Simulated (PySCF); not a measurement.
B(Cl)(GeH3)2 (BClGe2H6), SMILES [B]([GeH3])(Cl)[GeH3].

The structure is a stationary point at B3LYP-D3(BJ)/def2-SVP. The structure was generated by enumeration, and PubChem lists no compound with its InChIKey, so it may never have been made.

Level of theory: TDA-PBE/def2-SVPD run with PySCF.

Vertical excitations. Gas-phase values at a fixed geometry.

Computed lowest excited states:
| state | energy (eV) | λ (nm) | f | main pairs |
|---|---|---|---|---|
| S1 | 3.07 | 403 | 0.000 | HOMO→LUMO 99 % |
| S2 | 4.64 | 267 | 0.003 | HOMO−1→LUMO 99 % |
| S3 | 4.83 | 257 | 0.003 | HOMO−2→LUMO 91 % |
| S4 | 5.11 | 243 | 0.094 | HOMO−3→LUMO 92 % |
| S5 | 5.28 | 235 | 0.054 | HOMO−4→LUMO 92 % |
| S6 | 5.77 | 215 | 0.068 | HOMO→LUMO+1 93 % |
| S7 | 5.88 | 211 | 0.000 | HOMO−7→LUMO 98 % |
| S8 | 5.90 | 210 | 0.017 | HOMO−5→LUMO 85 % |
| S9 | 6.18 | 201 | 0.076 | HOMO→LUMO+2 94 % |
| S10 | 6.55 | 189 | 0.000 | HOMO→LUMO+4 68 %, HOMO−6→LUMO 21 % |
| T1 | 2.51 | 494 | 0 | HOMO→LUMO 100 % |
| T2 | 4.36 | 284 | 0 | HOMO−2→LUMO 89 % |
| T3 | 4.50 | 275 | 0 | HOMO−1→LUMO 99 % |
| T4 | 4.65 | 267 | 0 | HOMO−3→LUMO 98 % |
Triplets are in the Tamm–Dancoff approximation.
